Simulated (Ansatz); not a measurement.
`CSC1=NBS1`, charge 0, multiplicity 1.

Give a relaxed structure at PBE0-D4/def2-TZVP (Ansatz 0.2.0). (Estimate.)

Computed: 
```xyz
10

C     1.203    1.530    0.441
S     0.649    0.857   -1.131
C    -0.354   -0.440   -0.641
N    -0.991   -1.238   -1.439
B    -1.525   -1.946   -0.304
S    -0.708   -0.931    1.062
H     0.358    1.887    1.028
H     1.773    0.790    0.999
H     1.849    2.372    0.192
H    -2.254   -2.881   -0.209
```
Point group Cs.
This is one stationary point; other conformers may exist.
